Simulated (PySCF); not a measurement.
Species, as SMILES: FSF.
Geometry (B3LYP-D3(BJ)/def2-TZVP, fixed):
```xyz
3

F     -1.2130    -0.5047     0.0161
S     -0.0057     0.5532     0.0075
F      1.2232    -0.4788    -0.0294
```
Charge 0, spin multiplicity 1.

Basis-set convergence of the isotropic shielding of S2 at PBE with PySCF. GIAO, no density fitting; atoms are numbered in the order shown. All functions are spherical. No added dispersion term, no relativity. Reference: the value in pcSseg-3, -1030.52 ppm, itself unsure by roughly 22.03 ppm (its mean distance from pcseg-3, pcSseg-2). Deviations are taken from unrounded values. Cost is core time over that of pcSseg-1, rough, on shared machines of one kind; a dash marks a row that isn't timed (too short, read off another run, short of memory, by another algorithm or on other hardware).

```json
[
 {"basis": "3-21G", "functions": "31", "isotropic shielding of S2 (ppm)": "-494.80", "minus reference (ppm)": "535.71", "cost": "-"},
 {"basis": "6-31G**", "functions": "46", "isotropic shielding of S2 (ppm)": "-809.50", "minus reference (ppm)": "221.02", "cost": "0.6×"},
 {"basis": "cc-pV(D+d)Z", "functions": "51", "isotropic shielding of S2 (ppm)": "-810.01", "minus reference (ppm)": "220.51", "cost": "0.8×"},
 {"basis": "pcSseg-1", "functions": "58", "isotropic shielding of S2 (ppm)": "-951.54", "minus reference (ppm)": "78.98", "cost": "1×"},
 {"basis": "pcSseg-2", "functions": "115", "isotropic shielding of S2 (ppm)": "-993.10", "minus reference (ppm)": "37.42", "cost": "3×"},
 {"basis": "def2-TZVPD", "functions": "126", "isotropic shielding of S2 (ppm)": "-1086.92", "minus reference (ppm)": "-56.40", "cost": "3×"},
 {"basis": "cc-pCVTZ", "functions": "145", "isotropic shielding of S2 (ppm)": "-990.70", "minus reference (ppm)": "39.82", "cost": "4×"},
 {"basis": "def2-QZVPP", "functions": "184", "isotropic shielding of S2 (ppm)": "-1028.38", "minus reference (ppm)": "2.14", "cost": "8×"},
 {"basis": "aug-cc-pV(Q+d)Z", "functions": "249", "isotropic shielding of S2 (ppm)": "-920.97", "minus reference (ppm)": "109.55", "cost": "20×"}
]
```
